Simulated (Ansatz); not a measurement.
Mulliken charges of C₂H₄FNSe (`F/C=N\C[SeH]`) from B3LYP/def2-TZVPP in Ansatz (PBE0-D4/def2-TZVP geometry).

| atom | x (Å) | y (Å) | z (Å) | charge (e) |
| --- | --- | --- | --- | --- |
| F1 | -0.738 | -1.386 | 1.000 | -0.204 |
| C2 | -1.367 | -0.530 | 0.173 | 0.140 |
| N3 | -0.857 | 0.498 | -0.300 | -0.192 |
| C4 | 0.491 | 0.859 | 0.040 | -0.146 |
| Se5 | 1.808 | 0.118 | -1.211 | -0.057 |
| H6 | -2.379 | -0.861 | -0.038 | 0.138 |
| H7 | 0.607 | 1.936 | -0.068 | 0.145 |
| H8 | 0.786 | 0.561 | 1.046 | 0.132 |
| H9 | 1.737 | -1.241 | -0.659 | 0.044 |

Question: By hand: the dipole of these point charges (1 e Å = 4.8032 D).

Answer: Σ q r = (-0.111, 0.162, 0.035) e Å, of length 0.199 e Å = 0.96 D.

Question: How does the dipole of the full density compare? (Estimate.)

Answer: Ansatz gave: (-0.151, -0.064, 0.209) e Å, 1.28 D; the point charges give 0.75 times that, at 75° from its direction.

Point charges leave out the atoms' own dipoles, such as those of lone pairs, and Mulliken's split depends on the basis, so the two needn't agree.

B3LYP here is the variant with VWN-RPA as its local correlation; programs differ in this.
